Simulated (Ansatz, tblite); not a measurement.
Isomers of As3P5⁻ (doublet), found by a short tight-binding search and relaxed with PBE-D4/def2-SVP in Ansatz.

The xTB rows come from tblite.

Other spin states were run for one of them alone.

A:

```xyz
8

P    -2.169   -0.856    1.134
P     0.486    1.820   -0.822
P    -0.303   -0.098   -1.727
P    -2.319   -0.339   -0.955
P     1.049   -1.443   -0.516
As    0.067   -1.008    1.625
As    0.760    1.384    1.474
As    2.429    0.540   -0.213
```

B:

```xyz
8

P    -1.269    1.247   -0.421
P     0.301    1.275    1.201
P     0.807   -0.924    1.298
P     1.714   -0.881   -0.778
P     1.930    1.369   -0.478
As    0.315    0.521   -2.048
As   -2.621   -0.547    0.025
As   -1.178   -2.059    1.202
```

**Question.** Estimate their order by electronic energy at PBE0-D4/def2-TZVPD, counted from the lowest.

**Answer.** B (0.00) < A (0.07), in eV.

**Question.** Do the other levels pick the same lowest one?

**Answer.** Not GFN1-xTB, GFN2-xTB. Energies above each level's lowest (eV):

| level | A | B |
| --- | --- | --- |
| GFN1-xTB | 0.00 | 0.23 |
| GFN2-xTB | 0.00 | 0.07 |
| PBE-D4/def2-TZVPD | 0.05 | 0.00 |
| r2SCAN-D4/def2-TZVPD | 0.06 | 0.00 |
| PBE0-D4/def2-TZVPD | 0.07 | 0.00 |
Point groups (tolerance 0.1 Å): A not assigned, B not assigned. Lower isomers may exist.
